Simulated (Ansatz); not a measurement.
System: BH, charge 1, doublet. BH+ (parent SMILES [BH], doublet).
B3LYP-D3(BJ)/def2-TZVP minimum from Ansatz (a program for electronic structure):
```xyz
2

B      0.0000     0.0000    -0.2007
H      0.0000     0.0000     1.0036
```
Charge +1, spin multiplicity 2.

Total energies in cc-pV5Z, 3 correlated electrons, 1 frozen orbitals. Radicals and triplets start from unrestricted determinants; spin-orbit coupling is neglected. Cores are frozen in correlated methods. No relativity. Full CI freezes restricted core orbitals and the other rows unrestricted ones, which leaves a small offset even where coupled cluster is exact. The spin of HB+ (parent SMILES [BH], doublet) was assumed, and the state is the lowest solution found for it.

```
method   program  energy (Eh)  error against FCI (mEh)
-------  -------  -----------  -----------------------
HF        Ansatz    -24.82258                    54.73
MP2       Ansatz    -24.86444                    12.88
CCSD      Ansatz    -24.87629                     1.03
CCSD(T)   Ansatz    -24.87708                     0.24
CCSDT     Ansatz    -24.87734                    -0.02
FCI       Ansatz    -24.87732                     0.00
```

Rough core times of Ansatz's runs on a shared machine: CCSD(T) 30 s, CCSDT 6 min, FCI 2 min.
